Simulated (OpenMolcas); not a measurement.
Co3+, Rh3+, Ir3+: d⁶ down the group

```json
{
 "Program": "OpenMolcas 26.06",
 "Method": "CASSCF",
 "Basis": "ANO-RCC-VTZP",
 "Scalar Hamiltonian": "DKH2, point nucleus",
 "Spin-orbit coupling": "RASSI with atomic mean-field integrals over the reference wave functions, term energies averaged over their components"
}
```

Active space for each ion: 6 electrons in 5 orbitals (d).

Computed levels in cm-1 above ⁵D₄:

```tsv
Level	Co3+	Rh3+	Ir3+
⁵D₃	654	1534	5895
⁵D₂	1112	2451	6293
⁵D₁	1407	3045	9148
⁵D₀	1551	3331	9631
³H₆	25851	20112	21111
³H₅	26181	20592	21258
³P₂(1)	28190	21331	22034
³F₃(1)	29933	23440	25263
³P₁(1)	30095	25707	38936
weight of ⁵D in the lowest level (%)	100	99	87
```

Mixed levels, with the weight of the term that names them: Ir3+ ⁵D₂ (73 %), Ir3+ ³H₅ (56 %), Ir3+ ³P₂(1) (58 %), Ir3+ ³F₃(1) (56 %), Ir3+ ³P₁(1) (63 %).

Measured, with the error of the calculation in %. Measured levels: Co3+ from Sugar and Corliss, J. Phys. Chem. Ref. Data 10, 1097 (1981).

| Level | Co3+ |
| --- | --- |
| ⁵D₃ | 639 (+2.3) |
| ⁵D₂ | 1078 (+3.2) |
| ⁵D₀ | 1494 (+3.8) |
| ³H₆ | 23680 (+9.2) |
| ³H₅ | 24032 (+8.9) |
| ³P₂(1) | 22883 (+23.2) |
| ³F₃(1) | 25736 (+16.3) |
| ³P₁(1) | 24729 (+21.7) |

The fine-structure level ⁵D₀ changes by a factor of 6.21 from Co3+ to Ir3+.

Without spin-orbit coupling ³H lies 25526, 19367, 17847 cm-1 above ⁵D in that order; the difference to the level ³H₆, of either sign, comes from spin-orbit coupling, which also lowers the zero.

Without dynamic correlation excited terms often stand tens of per cent too high (terms of higher spin than the ground term too low), and those without a measured partner can miss by more than the paired ones. Measured partners are found by configuration, term and J. A level has none where our copy of the source lacks it or the pairing is in doubt (some pairs that miss far off the trend of their configuration count as doubtful), and it then counts in no deviation. Only configurations of the active space appear.

A number in round brackets counts repeated terms of one configuration in the order of the reference energies.
